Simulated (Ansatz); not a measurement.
Mulliken charges of CH4ClFOSi (`OC(F)([SiH3])Cl`) from ωB97M-V/def2-TZVPP in Ansatz (PBE0-D4/def2-TZVP geometry).

```
atom   x (Å)   y (Å)   z (Å)  charge (e)
  O1  -0.861   0.030   1.389      -0.259
  C2  -0.610   0.258   0.081       0.229
  F3  -1.640  -0.220  -0.687      -0.181
 Si4   1.062  -0.524  -0.451       0.153
 Cl5  -0.544   2.040  -0.267      -0.126
  H6  -1.669   0.492   1.650       0.188
  H7   1.231  -0.251  -1.895       0.004
  H8   0.988  -1.982  -0.189      -0.009
  H9   2.132   0.110   0.351       0.002
```

Problem. By hand: the dipole of these point charges (1 e Å = 4.8032 D).

Solution. Σ q r = (0.298, -0.137, 0.053) e Å, of length 0.332 e Å = 1.59 D.

Problem. How does the dipole of the full density compare? (An estimate is asked.)

Solution. Computed: (0.055, -0.078, 0.147) e Å, 0.84 D; the point charges give 1.89 times that, at 53° from its direction.

Point charges leave out the atoms' own dipoles, such as those of lone pairs, and Mulliken's split depends on the basis, so the two needn't agree.
